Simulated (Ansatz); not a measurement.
The molecule AgO, multiplicity 2 (lowest of 2S+1 = 2, 4 at CCSD(T)/def2-TZVPP on PBE0 minima; our sources give no spin for the ground state, which may be another). No spin–orbit coupling.

Constants: fifth-degree fit in 1/R to seven points, most abundant isotopes. Runs in def2 and cc sets follow the lowest solution found near the PBE0 minimum.

Correlated levels freeze the inner cores; with def2 sets outer-core shells near the valence are correlated too. CBS: X⁻³ extrapolation of the correlation energy, Hartree–Fock from the larger set.

The values were computed with Ansatz (an electronic-structure program) with Gaussian orbitals.  In def2 rows elements past Kr take small-core potentials, without spin–orbit coupling.

Task: What bond length and harmonic frequency does r2SCAN/def2-TZVPP give?

Result: r_e = 1.966 Å, ω_e = 503 cm⁻¹.

Task: What bond length and harmonic frequency does BHLYP/def2-TZVPP give?

Result: r_e = 2.022 Å, ω_e = 494 cm⁻¹.

Task: What bond length and harmonic frequency does CCSD(T)/CBS(def2-TZVPP, def2-QZVPP) give?

Result: r_e = 2.001 Å, ω_e = 495 cm⁻¹.
